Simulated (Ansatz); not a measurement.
`O[SiH](F)[SiH2]Cl` + NH₃ → `N[SiH2][SiH](O)F` + HCl  (ligand exchange at the Si–Cl bond)

Calculated with Ansatz (gas phase, PBE0-D4/def2-TZVP geometries, no zero-point term in ΔE). CCSD(T)/CBS adds triple-zeta CCSD(T) − MP2 to the extrapolated MP2 energy (def2 sets, frozen cores). This one scheme is used for every species. Functionals use def2-TZVPP. B3LYP here is the variant with VWN-RPA as its local correlation; programs differ in this. Each species was taken in one conformer, which may not be the lowest.

```json
{"level": "PBE-D4", "ΔE (kJ/mol)": "55.6", "difference from CCSD(T)/CBS": "0.3"}
{"level": "r2SCAN-D4", "ΔE (kJ/mol)": "56.5", "difference from CCSD(T)/CBS": "1.2"}
{"level": "PBE0-D4", "ΔE (kJ/mol)": "56.4", "difference from CCSD(T)/CBS": "1.1"}
{"level": "B3LYP-D4", "ΔE (kJ/mol)": "54.3", "difference from CCSD(T)/CBS": "-1.0"}
{"level": "ωB97X-V", "ΔE (kJ/mol)": "54.0", "difference from CCSD(T)/CBS": "-1.3"}
{"level": "ωB97M-V", "ΔE (kJ/mol)": "53.9", "difference from CCSD(T)/CBS": "-1.4"}
{"level": "B2PLYP", "ΔE (kJ/mol)": "53.9", "difference from CCSD(T)/CBS": "-1.4"}
{"level": "PBE", "ΔE (kJ/mol)": "55.8", "difference from CCSD(T)/CBS": "0.5"}
{"level": "PBE0", "ΔE (kJ/mol)": "56.5", "difference from CCSD(T)/CBS": "1.2"}
{"level": "B3LYP", "ΔE (kJ/mol)": "54.4", "difference from CCSD(T)/CBS": "-0.9"}
{"level": "HF/def2-TZVPP", "ΔE (kJ/mol)": "58.6", "difference from CCSD(T)/CBS": "3.3"}
{"level": "SCS-MP2/def2-TZVPP", "ΔE (kJ/mol)": "52.6", "difference from CCSD(T)/CBS": "-2.7"}
{"level": "CCSD/def2-TZVPP", "ΔE (kJ/mol)": "50.7", "difference from CCSD(T)/CBS": "-4.6"}
{"level": "CCSD(T)/def2-TZVPP", "ΔE (kJ/mol)": "50.5", "difference from CCSD(T)/CBS": "-4.8"}
{"level": "MP2/def2-QZVPP", "ΔE (kJ/mol)": "56.5", "difference from CCSD(T)/CBS": "1.2"}
{"level": "CCSD/CBS(def2)", "ΔE (kJ/mol)": "55.5", "difference from CCSD(T)/CBS": "0.2"}
{"level": "CCSD(T)/CBS", "ΔE (kJ/mol)": "55.3", "difference from CCSD(T)/CBS": "0"}
```

Largest T1 diagnostic among the species: 0.012.

In def2-TZVPP, CCSD(T) changes the Hartree–Fock value by −8.1 kJ/mol (the triples alone add −0.2 kJ/mol) and MP2 by −5.0 kJ/mol.
